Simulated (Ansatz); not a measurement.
Question: Name a neutral molecule of B, Br, C, F and H with ideal-gas entropy at 298 K and 1 bar (rigid rotor, harmonic PBE0-D4/def2-TZVP) between 336 and 352 J/(mol·K) and LUMO energy (PBE/def2-TZVPP) between -1.75 and -1.45 eV (Ansatz, PBE0-D4/def2-TZVP geometry).

Answer: `CCB(F)Br` (348 J/(mol·K), -1.62 eV). Other molecules can fit too; these were computed, each in one conformer that needn't be the lowest.
